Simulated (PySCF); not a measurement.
C3H6O2Si.

```xyz
12

O      2.2703     0.6197    -0.3360
Si     1.1689    -0.5218     0.1814
C     -0.4897     0.2948     0.6116
C     -1.7043    -0.6008     0.6735
C     -2.0689    -0.0711    -0.5094
O     -1.0299     0.8231    -0.6714
H      2.0045     1.1372    -1.1065
H      0.8665    -1.5440    -0.8601
H      1.7664    -1.1471     1.3898
H     -0.4220     1.1083     1.3534
H     -2.0787    -1.3570     1.3572
H     -2.8473    -0.1722    -1.2685
```

The structure is a stationary point at B3LYP-D3(BJ)/def2-SVP. The structure was generated by enumeration; whether it is a known compound was not checked. Other conformers were not sampled.

Level of theory: PBE/pcSseg-1 (PySCF). Non-relativistic, no solvent.

Computed absolute GIAO shielding of each atom: isotropic value and principal components (ppm):
| atom | σ(iso) | σ11 | σ22 | σ33 | span |
|---|---|---|---|---|---|
| O1 | 301.4 | 276.1 | 306.6 | 321.5 | 45.4 |
| Si2 | 345.2 | 307.6 | 325.7 | 402.3 | 94.7 |
| C3 | 85.5 | 58.4 | 71.4 | 126.8 | 68.4 |
| C4 | 72.1 | -12.5 | 81.8 | 147.2 | 159.7 |
| C5 | 20.2 | -49.5 | 31.1 | 78.9 | 128.3 |
| O6 | 122.9 | 37.2 | 67.1 | 264.5 | 227.2 |
| H7 | 30.0 | 22.0 | 26.8 | 41.2 | 19.2 |
| H8 | 26.6 | 23.4 | 25.8 | 30.4 | 7.0 |
| H9 | 26.2 | 22.8 | 24.9 | 30.9 | 8.1 |
| H10 | 25.6 | 24.1 | 24.8 | 27.8 | 3.8 |
| H11 | 25.6 | 23.9 | 26.2 | 26.7 | 2.9 |
| H12 | 24.4 | 22.9 | 23.3 | 27.2 | 4.2 |
